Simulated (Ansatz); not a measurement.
Basis sets compared for ScAlN2 (the lowest singlet isomer of a short search). Total charge 0; singlet. Geometry PBE0-D4/def2-TZVP. Ansatz on 4 threads of Arm Neoverse V2 on a shared host; times are rough, and most runs start from earlier orbitals.

```xyz
4

Al   -0.603    0.981   -0.107
Sc    0.663   -1.077    0.118
N    -1.130   -0.572    0.516
N     1.071    0.668   -0.527
```

The 6-31G sets use Cartesian d functions. B3LYP takes the VWN-RPA correlation. The structure comes from a short search, and lower isomers may exist.

Binding counts from free atoms (Al doublet, Sc doublet, N quartet) in the same basis, without a counterpoise term.

| level | functions | energy (Eh) | HOMO (eV) | LUMO (eV) | binding per atom (eV) | wall time |
| --- | --- | --- | --- | --- | --- | --- |
| PBE-D4/def2-SVP | 77 | -1111.8604 | -4.17 | -3.49 | 3.45 | 0.65 s |
| PBE-D4/def2-TZVP (with forces) | 144 | -1112.1816 | -4.46 | -3.69 | – | 1.2 s |
| r2SCAN-D4/def2-TZVP | 144 | -1112.5275 | -4.59 | -3.55 | – | 2.4 s |
| B3LYP-D4/6-31G | 60 | -1112.4925 | -5.33 | -3.17 | – | 0.7 s |
| B3LYP-D4/def2-TZVP | 144 | -1112.6737 | -5.41 | -3.20 | 3.05 | 1.6 s |
| PBE0-D4/def2-SVP | 77 | -1111.8812 | -5.31 | -2.80 | 2.98 | 0.85 s |
| PBE0-D4/def2-TZVP | 144 | -1112.2008 | -5.56 | -2.98 | 3.03 | 1.5 s |

(1) Estimate the rows for PBE-D4/def2-TZVPD, r2SCAN-D4/def2-TZVPD, PBE0-D4/def2-TZVPD.

Answers

(1) 
```csv
level,functions,energy (Eh),HOMO (eV),LUMO (eV),binding per atom (eV),wall time
PBE-D4/def2-TZVPD,165,-1112.1839,-4.54,-3.75,–,1.2 s
r2SCAN-D4/def2-TZVPD,165,-1112.5294,-4.66,-3.59,–,2.7 s
PBE0-D4/def2-TZVPD,165,-1112.2029,-5.62,-3.03,3.05,1.8 s
```
